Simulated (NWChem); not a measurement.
System: C₂H₄OSi; SMILES C#C[SiH2]O

```xyz
8

Si    -0.5113     0.6212    -0.0073
O      0.8295     1.6296    -0.0758
C     -0.0219    -1.1558    -0.0228
C      0.3205    -2.3366    -0.0175
H     -1.3121     0.9352    -1.2301
H     -1.3319     0.8408     1.2352
H      1.4932     1.4759     0.6191
H      0.6171    -3.3778    -0.0171
```
Atoms are numbered in this order, from 1.

Computed with NWChem. Pople sets run with spherical d functions. Geometry: optimised at PBE-D3(BJ)/def2-SVP. Core excitations by TDA in a window of 1s orbitals, non-relativistic and unshifted: absolute energies depend strongly on the exact-exchange share.

For level O K edge, BHandHLYP/6-311G**:

- first 1s excitation (eV) = 531.5
- dipole oscillator strength of the first = 0.0171
- first state with f > 0.002 (eV) = 531.5
- dipole oscillator strength of that state = 0.0171

### Question
Estimate the same quantities for level Si K edge, PBE0/6-311G**.

### Answer
* **first 1s excitation (eV)**: 1800.8
* **dipole oscillator strength of the first**: 0.0020
* **first state with f > 0.002 (eV)**: 1800.8
* **dipole oscillator strength of that state**: 0.0020
